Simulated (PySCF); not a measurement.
First SCF of a structure search on singlet CoNCl₂, at a hand-made T-shaped (ligand arrangement 1) geometry. PySCF input:

```python
from pyscf import gto, scf, dft
mol = gto.M(atom='''
Co     0.000000     0.000000     0.000000
N     -1.629000     0.000000     0.056900
Cl     0.000000     0.000000     2.100000
Cl     2.098700     0.000000     0.073300''',
    basis={'Co': 'def2-TZVP', 'N': 'def2-TZVP', 'Cl': 'def2-TZVP'},
    charge=0, spin=0)
mf = dft.RKS(mol, xc='PBE0')
mf.grids.atom_grid = (50, 194)
aux = {'Co': 'def2-universal-JKFIT', 'N': 'def2-universal-JKFIT', 'Cl': 'def2-universal-JKFIT'}
mf = mf.density_fit(auxbasis=aux)
mf.conv_tol = 1e-08
mf.diis_space = 10
mf.max_cycle = 60
mf.init_guess = 'minao'
mf.verbose = 4
mf.kernel()
```

Excerpt of the output (cycles and frontier levels):

```
init E= -2356.40750579551
  HOMO = 0.16166183492154  LUMO = 0.169945723486454  gap/eV = 0.22542
cycle= 1 E= -2339.97745559016  delta_E= 16.4  |g|= 8.09  |ddm|= 12.8
  HOMO = -1.22780250899301  LUMO = -1.09482633771697  gap/eV = 3.61847
cycle= 2 E= -2257.95176404015  delta_E=   82  |g|= 24.5  |ddm|= 20.2
  HOMO = -0.67072901068915  LUMO = -0.633715035880427  gap/eV = 1.00720
cycle= 3 E= -2324.79253595761  delta_E= -66.8  |g|= 15.7  |ddm|= 10.1
  HOMO = -0.5120363013992  LUMO = -0.495448803530156  gap/eV = 0.45137
cycle= 4 E= -2337.29589083624  delta_E= -12.5  |g|= 12.5  |ddm|= 4.33
  HOMO = -0.533984018438122  LUMO = -0.430179823024272  gap/eV = 2.82466
cycle= 5 E= -2344.19488874335  delta_E= -6.9  |g|= 9.71  |ddm|= 8.48
  HOMO = -0.417089354786443  LUMO = -0.387253148836944  gap/eV = 0.81188
cycle= 6 E= -2344.32872775455  delta_E= -0.134  |g|= 8.61  |ddm|= 3.71
  HOMO = -0.437862926986843  LUMO = -0.315532279832389  gap/eV = 3.32879
... 34 lines left out ...
cycle= 24 E= -2357.26725311724  delta_E= -8.45e-07  |g|= 0.000387  |ddm|= 0.00438
  HOMO = -0.311814061744532  LUMO = -0.204179807561901  gap/eV = 2.92888
cycle= 25 E= -2357.2672532244  delta_E= -1.07e-07  |g|= 0.000229  |ddm|= 0.00158
  HOMO = -0.311814611540307  LUMO = -0.204183829696431  gap/eV = 2.92878
cycle= 26 E= -2357.26725324095  delta_E= -1.65e-08  |g|= 7.12e-05  |ddm|= 0.000311
  HOMO = -0.311816590178938  LUMO = -0.204176628455061  gap/eV = 2.92903
cycle= 27 E= -2357.26725324578  delta_E= -4.83e-09  |g|= 6.48e-05  |ddm|= 0.000272
  HOMO = -0.311814058155287  LUMO = -0.204187543864734  gap/eV = 2.92867
Extra cycle  E= -2357.2672532219  delta_E= 2.39e-08  |g|= 0.000477  |ddm|= 0.000167
converged SCF energy = -2357.2672532219
```

No lower solution of this spin was found from smeared starts or by a stability analysis within the restricted form, which does not test spin polarisation.

At the minimum of this search the closed-shell solution is unstable towards spin polarisation, so a lower open-shell solution exists.

The search for the lowest solution, 3 starts and the stability check together, took 23 s on 4 threads of a shared Arm Neoverse V1 host, with 150 basis functions; the process peaked at 0.62 GiB. Launch command: `OMP_NUM_THREADS=4 python axn.py task.json out`.
